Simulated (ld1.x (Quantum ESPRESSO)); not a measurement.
**aluminium (Al), TM: configuration errors across variants**

Al (Z = 13), norm-conserving Troullier–Martins (Kleinman–Bylander form), made with ld1.x (Quantum ESPRESSO) 7.5 (PBE, scalar-relativistic). Core [Ne], reference 3s1.75 3p1.25. Waves: 3p (bound): rc 1.75 bohr; 3d channel at 0.25 Ry: rc 1.40 bohr; 3s (bound): rc 1.45 bohr. Local part: the s channel. Core correction: a·sin(br)/r model core inside 0.85 bohr.

All-electron excitation energies from the reference (eV): (1) 3s2 3p1 -1.267; (2) 3s2 3p0 4.495; (3) 3s1 3p0 23.720; (4) 3s1 3p2 3.872; (5) 3s2 3p0.5 0.819; (6) 3s2 3p1.3 -1.841; (7) 3s1 3p1 10.305.

2 further variants failed, have other tests or too few solved ones, and are left out.

Errors AE − PS in meV (a dash: test not solved or not reliable):

```tsv
change	(1)	(2)	(3)	(4)	(5)	(6)	(7)	bound ghosts
base	0.0	+1.1	+14	-0.2	-0.1	+0.4	+7.0	none
wave 3d channel at 0.25 Ry: rc 1.40 bohr becomes 3d channel at -0.03 Ry: rc 1.40 bohr	0.0	+1.1	+14	-0.2	-0.1	+0.4	+7.0	none
core correction a·sin(br)/r model core inside 1.18 bohr	0.0	+1.2	+17	+0.2	0.0	+0.4	+7.6	none
local potential all-electron potential smoothed inside 1.40 bohr (lloc = -1)	+0.1	+2.2	+35	-0.1	-0.1	+0.5	+7.9	none
wave 3d channel at 0.25 Ry: rc 1.40 bohr becomes 3d channel at 0.25 Ry: rc 1.88 bohr	0.0	+1.1	+14	-0.2	-0.1	+0.4	+7.0	none
wave 3p (bound): rc 1.75 bohr becomes 3p (bound): rc 2.54 bohr	-0.1	+0.3	+17	-1.4	-0.4	+0.3	+5.7	none
all radii but the core radius scaled by about 0.83 (s 1.20, p 1.46, d 1.16 bohr)	+0.2	+1.8	+41	+2.6	-0.1	+1.2	+29	none
wave 3s (bound): rc 1.45 bohr becomes 3s (bound): rc 1.34 bohr	0.0	+1.0	+20	-0.4	-0.3	+0.5	+9.5	none
```

(1) Give the same row for: wave 3s (bound): rc 1.45 bohr becomes 3s (bound): rc 1.32 bohr.

Answers

(1) 0.0, +1.0, +20, -0.4, -0.3, +0.5, +9.5; bound ghosts: none.
